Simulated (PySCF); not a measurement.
# [HfO(H2O)3]2+: from a saddle point downhill

PySCF 2.14.0, RKS PBE0, Hf def2-SVP with ECP60, O def2-SVP, H def2-SVP; non-relativistic Hamiltonian with scalar-relativistic core potentials where named; density fitting; no spin-orbit coupling. Relaxed within the symmetry of its start, the geometry (Cs) is

```xyz
11

Hf   -0.0295   -0.0326   -0.0326
O     0.8145    1.0197    1.0197
O    -1.0332   -1.0944    1.5731
H    -0.8614   -0.8302    2.5001
H    -1.6898   -1.8170    1.6027
O     1.6316   -1.0664   -1.0664
H     2.1729   -1.7911   -0.6963
H     2.1729   -0.6963   -1.7911
O    -1.0332    1.5731   -1.0944
H    -0.8614    2.5001   -0.8302
H    -1.6898    1.6027   -1.8170
```

and its lowest harmonic modes are -284, 69, 70, 113, 183, 189 cm⁻¹ (negative: unstable). It was moved along the lowest mode and relaxed again.

Question: Where does it end, and how much lower?

Answer: In C3v, 0.202 eV lower, after 22 steps:
```xyz
11

Hf   -0.0631   -0.0813   -0.0765
O     0.8749    0.9791    0.8837
O    -1.0149   -1.0457    1.6253
H    -0.7792   -0.7505    2.5283
H    -1.6731   -1.7597    1.7272
O     1.6609   -1.0279   -1.0032
H     1.7800   -1.7404   -1.6601
H     2.5571   -0.7296   -0.7462
O    -1.0943    1.5151   -1.1343
H    -0.8821    2.4458   -0.9167
H    -1.7727    1.5391   -1.8362
```

Question: How do the contacts change?

Answer: 
```csv
contact,saddle (Å),end (Å)
Hf1–O2 (O),1.711,1.711
Hf1–O3 (H2O),2.171,2.175
Hf1–O6 (H2O),2.213,2.174
Hf1–O9 (H2O),2.171,2.175
```


No frequency check is given for the end.

State: singlet.
